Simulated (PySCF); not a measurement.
Al(OH)(NH2)2 (AlH5N2O), SMILES [NH2][Al]([NH2])[OH].

Coordinates come from a B3LYP-D3(BJ)/def2-SVP optimisation. A frequency run showed that this geometry is not a minimum. Other conformers were not sampled.

All values below come from B3LYP-D3(BJ)/def2-SVP (PySCF 2.14.0).

Frequencies are harmonic and unscaled.

```csv
mode,ν (cm⁻¹),IR (km/mol),Raman (Å⁴/amu),depolarisation,moving atoms (share of kinetic energy)
1,355i,148.6,0.7,0.75,"H 79 %, O 19 %"
2,228i,114.2,1.3,0.75,"H 84 %, O 14 %"
3,201,1.1,1.4,0.75,"N 43 %, H 36 %, Al 14 %"
4,210,0.0,0.2,0.75,H 100 %
5,239,0.5,2.0,0.75,"O 32 %, H 31 %, N 22 %, Al 14 %"
6,279,31.7,0.3,0.75,"Al 62 %, N 21 %, H 9 %"
7,307,0.0,0.0,–,"H 79 %, N 21 %"
8,342,370.6,0.0,–,"H 85 %, N 15 %"
9,363,15.6,0.3,0.75,H 98 %
10,604,21.9,0.3,0.75,"H 77 %, N 22 %"
11,679,32.1,6.1,0.11,"N 51 %, H 48 %"
12,704,26.5,10.1,0.07,"N 40 %, H 33 %, O 26 %"
13,888,172.4,2.1,0.75,"Al 49 %, N 41 %, H 10 %"
14,967,225.3,1.6,0.74,"Al 50 %, O 38 %"
15,1521,66.4,6.0,0.75,"H 89 %, N 11 %"
16,1530,25.8,4.3,0.71,"H 90 %, N 10 %"
17,3584,26.7,0.2,0.75,H 96 %
18,3586,6.1,257.9,0.11,H 96 %
19,3669,23.4,117.5,0.75,"H 91 %, N 9 %"
20,3670,9.8,48.7,0.75,"H 92 %, N 8 %"
21,4126,197.0,109.5,0.28,H 94 %
```
